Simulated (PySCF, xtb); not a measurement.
C2H7BFN. Atoms are numbered in the order given.

```xyz
12

B     -0.1241     0.3871     0.4197
F     -1.3066    -0.1649     0.7814
C      0.4215     0.1110    -1.0386
C      0.3732    -1.3737    -1.4262
H      1.4434     0.5103    -1.1584
H     -0.2126     0.6904    -1.7362
H     -0.6473    -1.7748    -1.3230
H      1.0291    -1.9788    -0.7784
H      0.6951    -1.5383    -2.4671
N      0.5333     1.1777     1.3749
H      0.1480     1.3488     2.2957
H      1.4236     1.6231     1.2009
```
Charge 0, spin multiplicity 1.

Geometry: ωB97X-D3(BJ)/def2-SVP. One conformer was computed; it need not be the lowest.

The numbers are results of IEF-PCM-B3LYP/def2-SVP run with PySCF, not measurements.

The values are the electrostatic part of the solvation free energy, E(continuum) − E(gas) at the gas-phase geometry, in a cavity of scaled van der Waals radii (PySCF's table); cavitation and dispersion terms are not included. In vacuum the orbital gap is 8.98 eV. The dipole moment in vacuum is 2.30 D.

```json
[
 {"solvent": "water", "ε": "78.36", "ΔG(elec) (kcal/mol)": "-3.8", "dipole (D)": "2.84", "gap (eV)": "8.87"},
 {"solvent": "2-propanol", "ε": "19.26", "ΔG(elec) (kcal/mol)": "-3.6", "dipole (D)": "2.81", "gap (eV)": "8.88"},
 {"solvent": "benzene", "ε": "2.27", "ΔG(elec) (kcal/mol)": "-1.7", "dipole (D)": "2.53", "gap (eV)": "8.94"}
]
```

For comparison, GFN2-xTB/ALPB(water) (xtb, at the GFN2-xTB geometry, all terms of that model) gives -4.8 kcal/mol.
